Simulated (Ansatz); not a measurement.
A made-up structure of SiHBr2 (charge +1), closed shell:

Br1  (-1.766, -0.057, -0.022)
Si2  (0.079, 0.115, 0.068)
Br3  (0.803, -1.347, -0.815)
H4  (0.884, 1.290, 0.768)
(Å)

It is relaxed with PBE-D4/def2-SVP and then PBE0-D4/def2-TZVP (Ansatz 0.2.0). Atoms count as bonded within 1.22 times the sum of their covalent radii (H–H: 0.88 Å). The end point is not checked to be a true minimum.

Task: Does its bonding change? (A judgement: the text doesn't fix the answer.)

Result: By the calculation: No: no bond forms or breaks.

Where it ends: The first stage lowers the energy by 3.00 eV in 5 steps. It ends as SiHBr₂ ([Br][SiH][Br]), total charge +1:
Br1  (-2.032, 0.146, 0.102)
Si2  (0.072, 0.106, 0.063)
Br3  (1.141, -1.446, -0.877)
H4  (0.819, 1.194, 0.711)
(Å)

Labels in which every atom is bracketed show which atoms are joined, not bond orders.

For scale, one of the runs: PBE0-D4/def2-TZVP relaxation, 139 basis functions, launched by `ansatz run in.yaml --threads 2 --pin off --events-out ev --progress --plain --max-ram 4352MiB`. Hardware: 2 CPU threads of an Arm Neoverse V2, shared host. Wall time about 12 s.
